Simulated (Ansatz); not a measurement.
Gas-phase electronic energies from Ansatz, PBE0-D4/def2-TZVP geometries. CBS: MP2 limit from def2 TZ/QZ plus the TZ coupled-cluster correction, frozen cores. For Se outer-core shells are correlated without core-valence functions, which leaves a few kJ/mol of doubt a bond. Scalar relativity is left out up to krypton. Each species was taken in one conformer, which may not be the lowest.

`C[Se][SiH](O)F` + `N[SiH2]F` → `O[SiH](F)N[SiH2]F` + `C[SeH]`  (ligand exchange at the Si–Se bond)

`C[Se][SiH](O)F`:

```xyz
10

C    -0.530   -1.627   -0.408
Se    0.286   -0.227   -1.515
Si    0.107    1.392    0.044
O     0.925    1.049    1.412
F     0.685    2.701   -0.657
H     0.050   -1.780    0.500
H    -1.558   -1.365   -0.167
H    -0.517   -2.533   -1.010
H    -1.277    1.651    0.482
H     1.829    0.739    1.320
```

`N[SiH2]F`:

Cartesian coordinates in Å:
```
N 0.274 -1.010 0.042
Si -0.191 0.610 -0.142
F -0.120 1.483 1.202
H 1.240 -1.283 0.104
H -0.336 -1.696 0.456
H -1.607 0.641 -0.569
H 0.740 1.255 -1.093
```

`O[SiH](F)N[SiH2]F`:

Cartesian coordinates in Å:
```
O 1.192 2.043 0.918
Si -0.056 0.994 0.919
F -1.313 1.921 1.202
N -0.223 0.173 -0.573
Si -0.380 -1.508 -0.853
F 1.039 -2.184 -1.159
H 2.050 1.717 0.647
H 0.020 -0.025 1.982
H -0.211 0.757 -1.401
H -1.214 -1.738 -2.052
H -0.906 -2.149 0.370
```

`C[SeH]`:

Cartesian coordinates in Å:
```
C 0.358 0.298 0.285
Se -1.200 0.019 -0.852
H 0.226 -0.200 1.243
H 0.423 1.373 0.445
H 1.261 -0.048 -0.212
H -1.068 -1.442 -0.910
```

```tsv
species	HF/def2-TZVPP energy (Eh)
`C[Se][SiH](O)F`	-2904.11949
`N[SiH2]F`	-445.33539
`O[SiH](F)N[SiH2]F`	-909.41357
`C[SeH]`	-2440.05086
```

Work out ΔE.

ΔE = (-909.41357) + (-2440.05086) − (-2904.11949) − (-445.33539) = -0.00955 Eh = -0.26 eV. CCSD(T)/CBS gives -0.11 eV.

Largest T1 diagnostic among the species: 0.012.

In def2-TZVPP, CCSD(T) changes the Hartree–Fock value by +0.09 eV (the triples alone add +0.02 eV) and MP2 by +0.14 eV. From PBE to PBE0 (25 % exact exchange), in def2-TZVPP and without D4, ΔE moves by −0.05 eV.
